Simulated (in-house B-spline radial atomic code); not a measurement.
## Se2+: [Ar] 3d10 4s2 4p1 4f1 (an excited or competing configuration)

Method: non-relativistic AM05, spin-polarised, spherical fractional occupations, point nucleus. Calculated with an all-electron radial atomic-structure program (B-spline basis).

Screening seen three ways: the hydrogenic charge with the same mean radius, Z_r = [3n² - l(l+1)]/(2<r>), the one with the same energy, Z_e = n√(-2ε), and Slater's rules. Values are occupation-weighted means over spin.

```tsv
shell	electrons	ε (eV)	<r> (bohr)	Z_r	Z_e	Slater
1s	2	-12314	0.04504	33.30	30.08	33.70
2s	2	-1590.7	0.2002	29.97	21.63	29.85
2p	6	-1432.4	0.1729	28.92	20.52	29.85
3s	2	-236.18	0.5855	23.06	12.50	22.75
3p	6	-181.73	0.5941	21.04	10.96	22.75
3d	10	-85.099	0.6237	16.83	7.50	12.85
4s	2	-42.828	1.668	14.39	7.10	8.00
4p	1	-31.484	1.899	12.11	6.08	8.00
4f	1	-6.5104	5.401	3.33	2.77	3.00
```

The least bound orbital is 4f up at -6.51 eV, and it is also the most diffuse (<r> = 5.401 bohr).
